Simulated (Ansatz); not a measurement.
Stepwise reaction of `[OH][Y]([F])[F]` with hydrogen chloride, as a gas-phase model of exchange steps in deposition or etching. ΔE in kJ/mol; ΔG adds harmonic PBE0-D4 terms to CCSD(T)/CBS, at 1 bar.

Program: Ansatz. Geometries: PBE0-D4/def2-TZVP. ΔE: electronic, gas phase. CCSD(T)/CBS adds triple-zeta CCSD(T) − MP2 to the extrapolated MP2 energy (def2 sets, frozen cores). This one scheme is used for every species. DFT in def2-TZVPP. B3LYP here is the variant with VWN-RPA as its local correlation; programs differ in this. def2 core potentials past Kr. For Y outer-core shells are correlated without core-valence functions, which leaves a few kJ/mol of doubt a bond. Each species was taken in one conformer, which may not be the lowest.

```csv
step,reaction,PBE-D4,B3LYP-D4,ωB97M-V,CCSD(T)/CBS,ΔG(500 K)
2,`[OH][Y]([F])[Cl]` + HCl → `[OH][Y]([Cl])[Cl]` + H–F,5.2,3.3,0.2,-6.2,3.5
```

Question: Give the row of step 1, `[OH][Y]([F])[F]` + HCl → `[OH][Y]([F])[Cl]` + H–F. (Estimate.)

Answer: Computed: 
```json
{"step": "1", "reaction": "`[OH][Y]([F])[F]` + HCl → `[OH][Y]([F])[Cl]` + H–F", "PBE-D4": "1.4", "B3LYP-D4": "-0.6", "ωB97M-V": "-3.8", "CCSD(T)/CBS": "-9.2", "ΔG(500 K)": "-5.0"}
```

Question: By hand: ΔE of the 2 steps together at CCSD(T)/CBS.

Answer: (-9.2) + (-6.2) = -15.4 kJ/mol, or -7.7 kJ/mol a step.

In ΔE the steps differ by no more than 3.0 kJ/mol. All are downhill at CCSD(T)/CBS. ΔG lies between -5.0 and 3.5 kJ/mol a step. PBE-D4 differs from CCSD(T)/CBS by 10.6 to 11.4 kJ/mol a step. Isolated molecules leave out the surface, adducts and barriers. Largest T1 diagnostic: 0.015.
